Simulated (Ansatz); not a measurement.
`NBBr` + `CNC` → `CN(C)BN` + HBr at 700 K and 1 bar (ligand exchange at a B–Br bond).

Isolated molecules relaxed with PBE0-D4/def2-TZVP in Ansatz; ΔE leaves out vibrations. CCSD(T)/CBS is the MP2 limit (def2-TZVPP, def2-QZVPP) plus CCSD(T) − MP2 in def2-TZVPP, frozen cores. For Br outer-core shells are correlated without core-valence functions, which leaves a few kJ/mol of doubt a bond. Scalar relativity is left out up to krypton. Each species was taken in one conformer, which may not be the lowest.

```
  species  CCSD(T)/CBS energy (Eh)  H − E (kJ/mol)  S (J/(mol·K))
   `NBBr`              -2654.70322           151.4          344.2
    `CNC`               -135.00321           296.9          352.4
`CN(C)BN`               -215.79289           407.5          467.2
      HBr              -2573.91920            36.5          223.7
```

H − E and S are ideal-gas, rigid-rotor, harmonic terms from PBE0-D4/def2-TZVP, for one conformer and one mirror image of each species. 1 Eh = 2625.50 kJ/mol, R = 8.31446 J/(mol·K).

Task: By hand: ΔE, ΔH, ΔS and ΔG.

Result: ΔE = (-215.79289) + (-2573.91920) − (-2654.70322) − (-135.00321) = -0.00566 Eh = -14.9 kJ/mol. Δ(H − E) = 407.5 + 36.5 − 151.4 − 296.9 = -4.3, so ΔH = -19.2 kJ/mol. ΔS = 467.2 + 223.7 − 344.2 − 352.4 = -5.7 J/(mol·K). ΔG = -19.2 − 700 × (-5.7)/1000 = -15.2 kJ/mol.

Task: By hand: the equilibrium constant, and the temperature at which ΔG would vanish if ΔH and ΔS stayed fixed.

Result: log₁₀ K = −ΔG/(RT ln 10) = 1.1. ΔG = 0 at ΔH/ΔS = 3368 K, far beyond where these terms or the molecules hold.

The number of gas molecules stays the same, so ΔS is small and ΔH decides. A doubt of 5 kJ/mol in ΔE shifts log₁₀ K by 0.4 here. Other conformers and mirror images would add mixing entropy, several J/(mol·K) or more a flexible species. Modes under 60 cm⁻¹, often nearly free rotors, make the harmonic entropy too high. These are equilibria of isolated gas molecules and say nothing of rates. Largest T1 diagnostic: 0.011 (customary marks: 0.02 for closed shells, 0.045 for open ones).
